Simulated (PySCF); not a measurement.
## Electronic structure of Se²⁺ (selenium, charge +2) at the UHF level

Configuration: [Ar] 3d10 4s2 4p2, high-spin 3P determinant. All numbers are calculated (PySCF 2.14, scalar relativity by spin-free X2C-1e, in aug-cc-pVDZ-DK).

* Total energy: -2426.881924 hartree
* One-electron energy: -3351.2880 hartree
* Hartree (Coulomb) energy: 1010.7547 hartree
* Exchange energy: -86.3486 hartree
* ⟨S²⟩: 2.0072
* ⟨L²⟩: 2.021
* Sum of ⟨r⟩: 19.86 bohr
* Sum of ⟨r²⟩: 24.25 bohr²
* Traceless quadrupole moment −½Σ⟨3z² − r²⟩ along its main axis: 1.85 e·bohr²
* Langevin diamagnetic susceptibility: -19.2 ×10⁻⁶ cm³/mol
* Time after the integrals: 0.1 s of wall time on 1 thread of Neoverse-V1 (shared host)

```json
{"shell": "1s α", "electrons": "1", "mean orbital energy (hartree)": "-468.91607", "spread (hartree)": "0", "rms radius, mean of both spins (bohr)": "0.0508"}
{"shell": "1s β", "electrons": "1", "mean orbital energy (hartree)": "-468.90707", "spread (hartree)": "0", "rms radius, mean of both spins (bohr)": "0.0508"}
{"shell": "2s α", "electrons": "1", "mean orbital energy (hartree)": "-63.19212", "spread (hartree)": "0", "rms radius, mean of both spins (bohr)": "0.212"}
{"shell": "2s β", "electrons": "1", "mean orbital energy (hartree)": "-63.18697", "spread (hartree)": "0", "rms radius, mean of both spins (bohr)": "0.212"}
{"shell": "2p α", "electrons": "3", "mean orbital energy (hartree)": "-55.51234", "spread (hartree)": "0.00359", "rms radius, mean of both spins (bohr)": "0.189"}
{"shell": "2p β", "electrons": "3", "mean orbital energy (hartree)": "-55.50195", "spread (hartree)": "0.00838", "rms radius, mean of both spins (bohr)": "0.189"}
{"shell": "3s α", "electrons": "1", "mean orbital energy (hartree)": "-10.06447", "spread (hartree)": "0", "rms radius, mean of both spins (bohr)": "0.612"}
{"shell": "3s β", "electrons": "1", "mean orbital energy (hartree)": "-10.04645", "spread (hartree)": "0", "rms radius, mean of both spins (bohr)": "0.612"}
{"shell": "3p α", "electrons": "3", "mean orbital energy (hartree)": "-7.57296", "spread (hartree)": "0.00226", "rms radius, mean of both spins (bohr)": "0.636"}
{"shell": "3p β", "electrons": "3", "mean orbital energy (hartree)": "-7.54909", "spread (hartree)": "0.02716", "rms radius, mean of both spins (bohr)": "0.636"}
{"shell": "3d α", "electrons": "5", "mean orbital energy (hartree)": "-3.43624", "spread (hartree)": "0.01561", "rms radius, mean of both spins (bohr)": "0.694"}
{"shell": "3d β", "electrons": "5", "mean orbital energy (hartree)": "-3.42279", "spread (hartree)": "0.02734", "rms radius, mean of both spins (bohr)": "0.694"}
{"shell": "4s α", "electrons": "1", "mean orbital energy (hartree)": "-1.68479", "spread (hartree)": "0", "rms radius, mean of both spins (bohr)": "1.84"}
{"shell": "4s β", "electrons": "1", "mean orbital energy (hartree)": "-1.46494", "spread (hartree)": "0", "rms radius, mean of both spins (bohr)": "1.84"}
{"shell": "4p α", "electrons": "2", "mean orbital energy (hartree)": "-1.15432", "spread (hartree)": "0", "rms radius, mean of both spins (bohr)": "2.14"}
```

Densities and radii are taken from the X2C orbitals without a picture-change correction, which distorts them close to the nucleus.
